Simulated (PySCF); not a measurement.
Stationary points of PrH₃

All numbers come from PBE0 in PySCF with Pr lcecp-1-TZVP with ECP48, H def2-TZVP; scalar-relativistic core potentials, no spin–orbit coupling; density-fitted integrals.

Relaxations began from a few typed shapes. The search is not exhaustive: other isomers or separated fragments can lie lower, and high-lying points may rest on an excited occupation.

Order these stationary points by electronic energy, lowest first, in kJ/mol from the lowest minimum.
A. valence singlet (4f shell in the core) C3v: Pr–H 2.075 Å (×3); H–Pr–H 111.1° (×3)
B. valence singlet (4f shell in the core) D3h: Pr–H 2.090 Å (×3); H–Pr–H 120.0° (×3)

A (0.0), B (7.0).

Which of them are minima?

By energy in kJ/mol, 0.0: minimum; 7.0: saddle point, 1 imaginary mode.

For the lowest minimum: the 4f shell sits in the core potential, so its spin is not counted.
